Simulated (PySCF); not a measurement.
# MC cations for M along group 14

PBE0 with double-zeta basis sets in PySCF, for the lowest determinant that a PBE0 search found; no spin–orbit coupling. De refers to high-spin ground-configuration atoms (the charge goes to the atom of lower measured ionisation energy or higher electron affinity, which is not always the lowest computed limit). A positive dipole points towards C; it is taken about the centre of mass and depends on that origin.

```csv
M,basis,charged atom,state (unpaired electrons),Re (Å),ωe (cm⁻¹),De (eV),μ (D)
C,cc-pVDZ,C+,"quartet (σ ↑, π ↑↑)",1.409,1374,5.96,n/a
Si,def2-SVP,Si+,"quartet (σ ↑, π ↑↑)",1.824,847,3.74,-1.15
Ge,def2-SVPD,Ge+,"quartet (σ ↑, π ↑↑)",1.914,704,3.39,-0.11
Sn,x2c-SVPall,Sn+,"quartet (σ ↑, π ↑↑)",2.120,610,2.81,-0.82
```

The shortest bond is that of C₂⁺ (1.409 Å), the longest that of SnC⁺ (2.120 Å). C₂⁺ is bound most strongly (5.96 eV) and SnC⁺ least (2.81 eV).

The rows differ in basis set, which adds steps of its own.

Relativity is treated differently too: C no relativity; Si no relativity; Ge no relativity; Sn spin-free X2C.

Down a group bonds as a rule get longer and wavenumbers fall, partly through the reduced mass; this series shows no clear exception.

Spin–orbit coupling is left out, which matters for elements this heavy, above all for dissociation energies. For an ion De counts to the pair picked by the measured ionisation energies or electron affinities, which need not be the lowest pair at this level. States were picked by a PBE0 search and need not be the measured ground states.
